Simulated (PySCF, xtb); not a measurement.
C2H6GeO3, SMILES C[C](=O)[GeH]([OH])[OH]. The values are those of a single conformer.

Harmonic wavenumbers (cm⁻¹) from GFN2-xTB in xtb at its own minimum, in rising order: 40, 93, 115, 138, 199, 268, 276, 297, 304, 436, 524, 554, 582, 613, 647, 769, 801, 949, 967, 1104, 1348, 1424, 1427, 1716, 1806, 2996, 3009, 3032, 3640, 3673.

Task: What does PySCF 2.14.0 with PBE0-D3(BJ)/def2-SVP give at its own minimum? (The exact figures need the calculation; the answer reports its results.)

Result: 31, 105, 136, 145, 151, 162, 287, 305, 324, 475, 601, 695, 714, 718, 730, 880, 890, 950, 981, 1160, 1355, 1420, 1426, 1834, 2139, 3050, 3145, 3186, 3900, 3912. Paired by order, the mean absolute difference is 80 cm⁻¹ and the zero-point energies are 48.2 and 51.2 kcal/mol.
